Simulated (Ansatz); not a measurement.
Z-matrix (Å, degrees):
```
C
Si 1 1.910
O 1 1.409 2 107.5
O 1 1.405 2 112.5 3 123.5
H 1 1.098 2 111.3 3 -120.0
H 2 1.486 1 109.4 3 172.3
H 2 1.484 1 111.0 3 50.7
H 2 1.489 1 106.7 3 -69.5
Si 3 1.658 1 121.7 2 176.8
H 4 0.963 1 108.7 2 -52.6
H 9 1.485 3 112.2 1 -79.2
H 9 1.482 3 105.5 1 161.9
H 9 1.488 3 109.8 1 42.5
```

Total charge 0; spin multiplicity 1.

**Question.** List the B3LYP/def2-TZVPP orbital energies in eV (the Gaussian-basis code of Ansatz). (Estimate.)

**Answer.** The calculation gave: Occupied: -1799.42, -1798.99, -521.20, -520.80, -279.62, -143.89, -143.57, -99.24, -99.19, -99.18, -98.88, -98.87, -98.87, -29.29, -27.37, -18.70, -15.92, -14.99, -13.46, -13.14, -12.14, -11.25, -10.23, -9.81, -9.70, -9.50, -8.78, -8.50, -7.70. Lowest empty: -0.10, 0.29, 0.63, 1.11, 1.46, 1.52, 1.58, 1.83.

B3LYP here is the variant with VWN-RPA as its local correlation; programs differ in this.
